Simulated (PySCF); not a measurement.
C5H6O2, SMILES C[C@H]1OC=CC1=O.

Geometry optimised at B3LYP-D3(BJ)/def2-SVP. The structure was generated by enumeration; whether it is a known compound was not checked. One conformer was computed; it need not be the lowest.

Computed with B3LYP-D3(BJ)/def2-SVP run with PySCF 2.14.0.

Frequencies are harmonic and unscaled.

```json
[
 {"mode": "1", "ν (cm⁻¹)": "118", "IR (km/mol)": "5.1", "moving atoms (share of kinetic energy)": "C 46 %, O 36 %, H 18 %"},
 {"mode": "2", "ν (cm⁻¹)": "231", "IR (km/mol)": "3.0", "moving atoms (share of kinetic energy)": "H 62 %, C 21 %, O 17 %"},
 {"mode": "3", "ν (cm⁻¹)": "242", "IR (km/mol)": "0.8", "moving atoms (share of kinetic energy)": "H 58 %, C 24 %, O 17 %"},
 {"mode": "4", "ν (cm⁻¹)": "325", "IR (km/mol)": "0.6", "moving atoms (share of kinetic energy)": "C 59 %, H 27 %, O 13 %"},
 {"mode": "5", "ν (cm⁻¹)": "479", "IR (km/mol)": "10.1", "moving atoms (share of kinetic energy)": "O 42 %, C 40 %, H 18 %"},
 {"mode": "6", "ν (cm⁻¹)": "512", "IR (km/mol)": "15.1", "moving atoms (share of kinetic energy)": "C 45 %, O 33 %, H 23 %"},
 {"mode": "7", "ν (cm⁻¹)": "636", "IR (km/mol)": "3.6", "moving atoms (share of kinetic energy)": "O 55 %, C 37 %, H 8 %"},
 {"mode": "8", "ν (cm⁻¹)": "712", "IR (km/mol)": "0.4", "moving atoms (share of kinetic energy)": "C 61 %, H 27 %, O 11 %"},
 {"mode": "9", "ν (cm⁻¹)": "793", "IR (km/mol)": "17.0", "moving atoms (share of kinetic energy)": "H 57 %, C 38 %"},
 {"mode": "10", "ν (cm⁻¹)": "821", "IR (km/mol)": "21.5", "moving atoms (share of kinetic energy)": "C 59 %, H 36 %"},
 {"mode": "11", "ν (cm⁻¹)": "825", "IR (km/mol)": "17.1", "moving atoms (share of kinetic energy)": "C 62 %, H 26 %, O 12 %"},
 {"mode": "12", "ν (cm⁻¹)": "880", "IR (km/mol)": "11.4", "moving atoms (share of kinetic energy)": "O 36 %, H 34 %, C 30 %"},
 {"mode": "13", "ν (cm⁻¹)": "976", "IR (km/mol)": "0.8", "moving atoms (share of kinetic energy)": "H 68 %, C 31 %"},
 {"mode": "14", "ν (cm⁻¹)": "1036", "IR (km/mol)": "17.6", "moving atoms (share of kinetic energy)": "H 56 %, C 42 %"},
 {"mode": "15", "ν (cm⁻¹)": "1063", "IR (km/mol)": "24.6", "moving atoms (share of kinetic energy)": "H 62 %, C 20 %, O 18 %"},
 {"mode": "16", "ν (cm⁻¹)": "1084", "IR (km/mol)": "9.3", "moving atoms (share of kinetic energy)": "C 53 %, H 40 %"},
 {"mode": "17", "ν (cm⁻¹)": "1121", "IR (km/mol)": "24.7", "moving atoms (share of kinetic energy)": "C 66 %, H 32 %"},
 {"mode": "18", "ν (cm⁻¹)": "1156", "IR (km/mol)": "43.5", "moving atoms (share of kinetic energy)": "H 51 %, C 38 %, O 10 %"},
 {"mode": "19", "ν (cm⁻¹)": "1235", "IR (km/mol)": "111.0", "moving atoms (share of kinetic energy)": "H 50 %, C 35 %, O 15 %"},
 {"mode": "20", "ν (cm⁻¹)": "1294", "IR (km/mol)": "8.7", "moving atoms (share of kinetic energy)": "H 51 %, C 42 %"},
 {"mode": "21", "ν (cm⁻¹)": "1322", "IR (km/mol)": "3.7", "moving atoms (share of kinetic energy)": "H 68 %, C 30 %"},
 {"mode": "22", "ν (cm⁻¹)": "1387", "IR (km/mol)": "15.7", "moving atoms (share of kinetic energy)": "H 76 %, C 24 %"},
 {"mode": "23", "ν (cm⁻¹)": "1396", "IR (km/mol)": "38.4", "moving atoms (share of kinetic energy)": "C 57 %, H 34 %, O 9 %"},
 {"mode": "24", "ν (cm⁻¹)": "1458", "IR (km/mol)": "10.9", "moving atoms (share of kinetic energy)": "H 95 %"},
 {"mode": "25", "ν (cm⁻¹)": "1468", "IR (km/mol)": "3.9", "moving atoms (share of kinetic energy)": "H 95 %"},
 {"mode": "26", "ν (cm⁻¹)": "1627", "IR (km/mol)": "135.7", "moving atoms (share of kinetic energy)": "C 86 %, H 12 %"},
 {"mode": "27", "ν (cm⁻¹)": "1832", "IR (km/mol)": "298.4", "moving atoms (share of kinetic energy)": "C 65 %, O 34 %"},
 {"mode": "28", "ν (cm⁻¹)": "3043", "IR (km/mol)": "11.8", "moving atoms (share of kinetic energy)": "H 97 %"},
 {"mode": "29", "ν (cm⁻¹)": "3065", "IR (km/mol)": "6.6", "moving atoms (share of kinetic energy)": "H 92 %"},
 {"mode": "30", "ν (cm⁻¹)": "3135", "IR (km/mol)": "11.9", "moving atoms (share of kinetic energy)": "H 90 %, C 10 %"},
 {"mode": "31", "ν (cm⁻¹)": "3143", "IR (km/mol)": "5.0", "moving atoms (share of kinetic energy)": "H 90 %, C 10 %"},
 {"mode": "32", "ν (cm⁻¹)": "3218", "IR (km/mol)": "4.2", "moving atoms (share of kinetic energy)": "H 91 %, C 9 %"},
 {"mode": "33", "ν (cm⁻¹)": "3267", "IR (km/mol)": "0.6", "moving atoms (share of kinetic energy)": "H 91 %, C 9 %"}
]
```
